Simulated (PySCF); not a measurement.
Compound: C₂H₄F₂O₂Si.
Numbering: `[F:1][SiH:2]([F:3])[O:4][C@H:5]1[CH2:6][O:7]1` (hydrogens: H8 on Si2; H9 on C5; H10, H11 on C6)

Computed by this run: PySCF 2.14.0, PBE0-D3(BJ)/def2-SVP geometry optimisation, gas phase; density fitting, grid level 1; the optimiser is geomeTRIC in internal coordinates, started from a GFN2-xTB structure with every atom displaced at random (about 0.01 Å).

Geometry at step 1:
```
atom  x, y, z in Å
F1      2.8310    1.3550   -0.0935
Si2     1.6789    0.2898   -0.4243
F3      1.1385    0.5490   -1.9204
O4      0.4407    0.5766    0.6428
C5     -0.7507   -0.1037    0.6436
C6     -1.6084   -0.1771   -0.5350
O7     -0.8027   -1.2784   -0.1017
H8      2.2497   -1.0579   -0.3581
H9     -1.1705   -0.1634    1.6535
H10    -2.6902   -0.3143   -0.4190
H11    -1.2767    0.2916   -1.4726
```

Q: Give the atomic forces at this geometry.

A: 
| atom | Fx (eV/Å) | Fy (eV/Å) | Fz (eV/Å) |
| --- | --- | --- | --- |
| F1 | -0.195 | 0.056 | -0.053 |
| Si2 | -0.263 | -0.251 | 0.143 |
| F3 | 0.073 | 0.125 | 0.019 |
| O4 | 0.343 | 0.081 | -0.167 |
| C5 | 0.066 | -0.035 | -0.022 |
| C6 | -0.007 | -0.027 | -0.145 |
| O7 | -0.006 | 0.020 | -0.026 |
| H8 | 0.046 | -0.030 | 0.042 |
| H9 | -0.028 | 0.049 | 0.067 |
| H10 | -0.006 | -0.011 | -0.015 |
| H11 | -0.025 | 0.023 | 0.156 |

The largest, 0.39 eV/Å, acts on O4 (Si2 within 3 % of it); the rms over all components is 0.115 eV/Å. The forces sum to zero within rounding, as they must for an isolated molecule in no field.

Q: Give the force on O4 in Eh/bohr and in nN.

A: 0.390 eV/Å ÷ 51.422 = 0.00759 Eh/bohr, and 0.390 eV/Å × 1.602 = 0.63 nN.

Q: How far is this geometry from the end of the optimisation?

A: 0.018 eV above it, and 0.058 Å rms away after alignment. The bonds farthest from their final lengths, with half the difference of the two atoms' forces along the bond (positive lengthens):

```json
{"bond": "Si2–O4", "now (Å)": "1.659", "final (Å)": "1.651", "force along bond (eV/Å)": "-0.30"}
{"bond": "C6–H11", "now (Å)": "1.099", "final (Å)": "1.096", "force along bond (eV/Å)": "-0.12"}
{"bond": "Si2–H8", "now (Å)": "1.465", "final (Å)": "1.467", "force along bond (eV/Å)": "-0.04"}
{"bond": "C5–H9", "now (Å)": "1.095", "final (Å)": "1.097", "force along bond (eV/Å)": "+0.06"}
```

The angle farthest from its final value is F1–Si2–F3, 109.0° against 107.0°.

The cost below is that of the whole optimisation. The run took 97 s of wall time on one thread, Intel Xeon at 2.50 GHz (x86_64), shared host with 64 logical CPUs at a one-minute load of 56, and the process peaked at 0.52 GiB of memory.
